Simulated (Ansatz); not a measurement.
Li7Al. Charge 0, multiplicity 3. Geometry PBE0-D4/def2-TZVP, that of the neutral singlet; atoms count from 1.

```
atom    x (Å)    y (Å)    z (Å)
 Al1   0.0462   1.0300   0.2821
 Li2   0.2736  -1.6307  -0.2147
 Li3   1.4129   2.9356   1.4560
 Li4  -2.3361  -2.4676  -1.8740
 Li5   2.4640   0.4923  -0.4179
 Li6   0.9643  -0.1513   2.3763
 Li7  -0.6824   0.2020  -2.1018
 Li8  -2.1425  -0.4104   0.4941
```

At PBE0-D4/def2-TZVP a singlet of charge 0 lies 0.84 eV below the triplet at the same geometry. The structure comes from a short search, and lower isomers may exist.

Problem. Estimate the Mulliken populations from the PBE0/def2-TZVP orbitals of Ansatz.

Solution. 
| atom | charge (e) | spin (α − β) |
| --- | --- | --- |
| Al1 | -1.83 | 0.05 |
| Li2 | 0.18 | 0.06 |
| Li3 | 0.37 | 0.29 |
| Li4 | -0.03 | 0.88 |
| Li5 | 0.36 | 0.04 |
| Li6 | 0.37 | 0.04 |
| Li7 | 0.29 | 0.31 |
| Li8 | 0.29 | 0.32 |
Mulliken values and Mayer orders depend strongly on the basis.

Problem. Where does the spin sit?

Solution. Summed by element: Al 0.05, Li 1.95, of 2 unpaired in all. Largest on single atoms: Li4 0.88, Li8 0.32, Li7 0.31.

Problem. And the Mayer bond orders between bonded heavy atoms (over 0.3)?

Solution. Al1–Li2 0.60 (2.72 Å); Al1–Li3 0.69 (2.62 Å); Al1–Li5 0.62 (2.57 Å); Al1–Li6 0.62 (2.57 Å); Al1–Li7 0.35 (2.63 Å); Al1–Li8 0.35 (2.63 Å). Values over 0.3 also appear between atoms too far apart for a bond (Li4–Li7 0.36 at 3.15 Å; Li4–Li8 0.37 at 3.14 Å); they arise where an orbital or an unpaired electron spreads over both atoms.
